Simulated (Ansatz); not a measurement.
C₉H₅NO₄Ru (`[O+]#[C][Ru-5]([C]#[O+])([C]#[O+])([C]#[O+])[n+]1ccccc1`). Charge 0, multiplicity 1. Correlated methods include outer-core shells of Ru, which these sets cover unevenly. Ru: def2 effective core potential.

```xyz
20

O    -1.893   -1.202   -2.796
C    -1.626   -1.306   -1.695
Ru   -1.156   -1.459    0.169
C    -0.487   -3.197   -0.144
O    -0.212   -4.300   -0.304
C    -2.957   -1.148    0.647
O    -4.068   -1.102    0.930
C    -0.690   -1.616    2.033
O    -0.405   -1.696    3.132
N     0.244    0.308   -0.035
C     1.525    0.132   -0.370
C     2.413    1.184   -0.505
C     1.961    2.474   -0.287
C     0.633    2.660    0.060
C    -0.189    1.554    0.175
H     1.836   -0.892   -0.531
H     3.441    0.984   -0.778
H     2.631    3.320   -0.385
H     0.229    3.648    0.242
H    -1.233    1.653    0.443
```

(1) Give the diagnostics of a CCSD(T)/def2-TZVPP run (frozen core, Ansatz 0.2.0). (Estimate.)

Results:

(1) Ansatz gave: T1 = 0.0204, largest single amplitude 0.039, largest double 0.075, (T) share of the correlation energy 5.6 %, 14 CCSD cycles. The RHF solution is unstable towards an unrestricted one. T1 lies over the customary mark of 0.02 for closed shells; compounds of d metals often pass it without a breakdown.
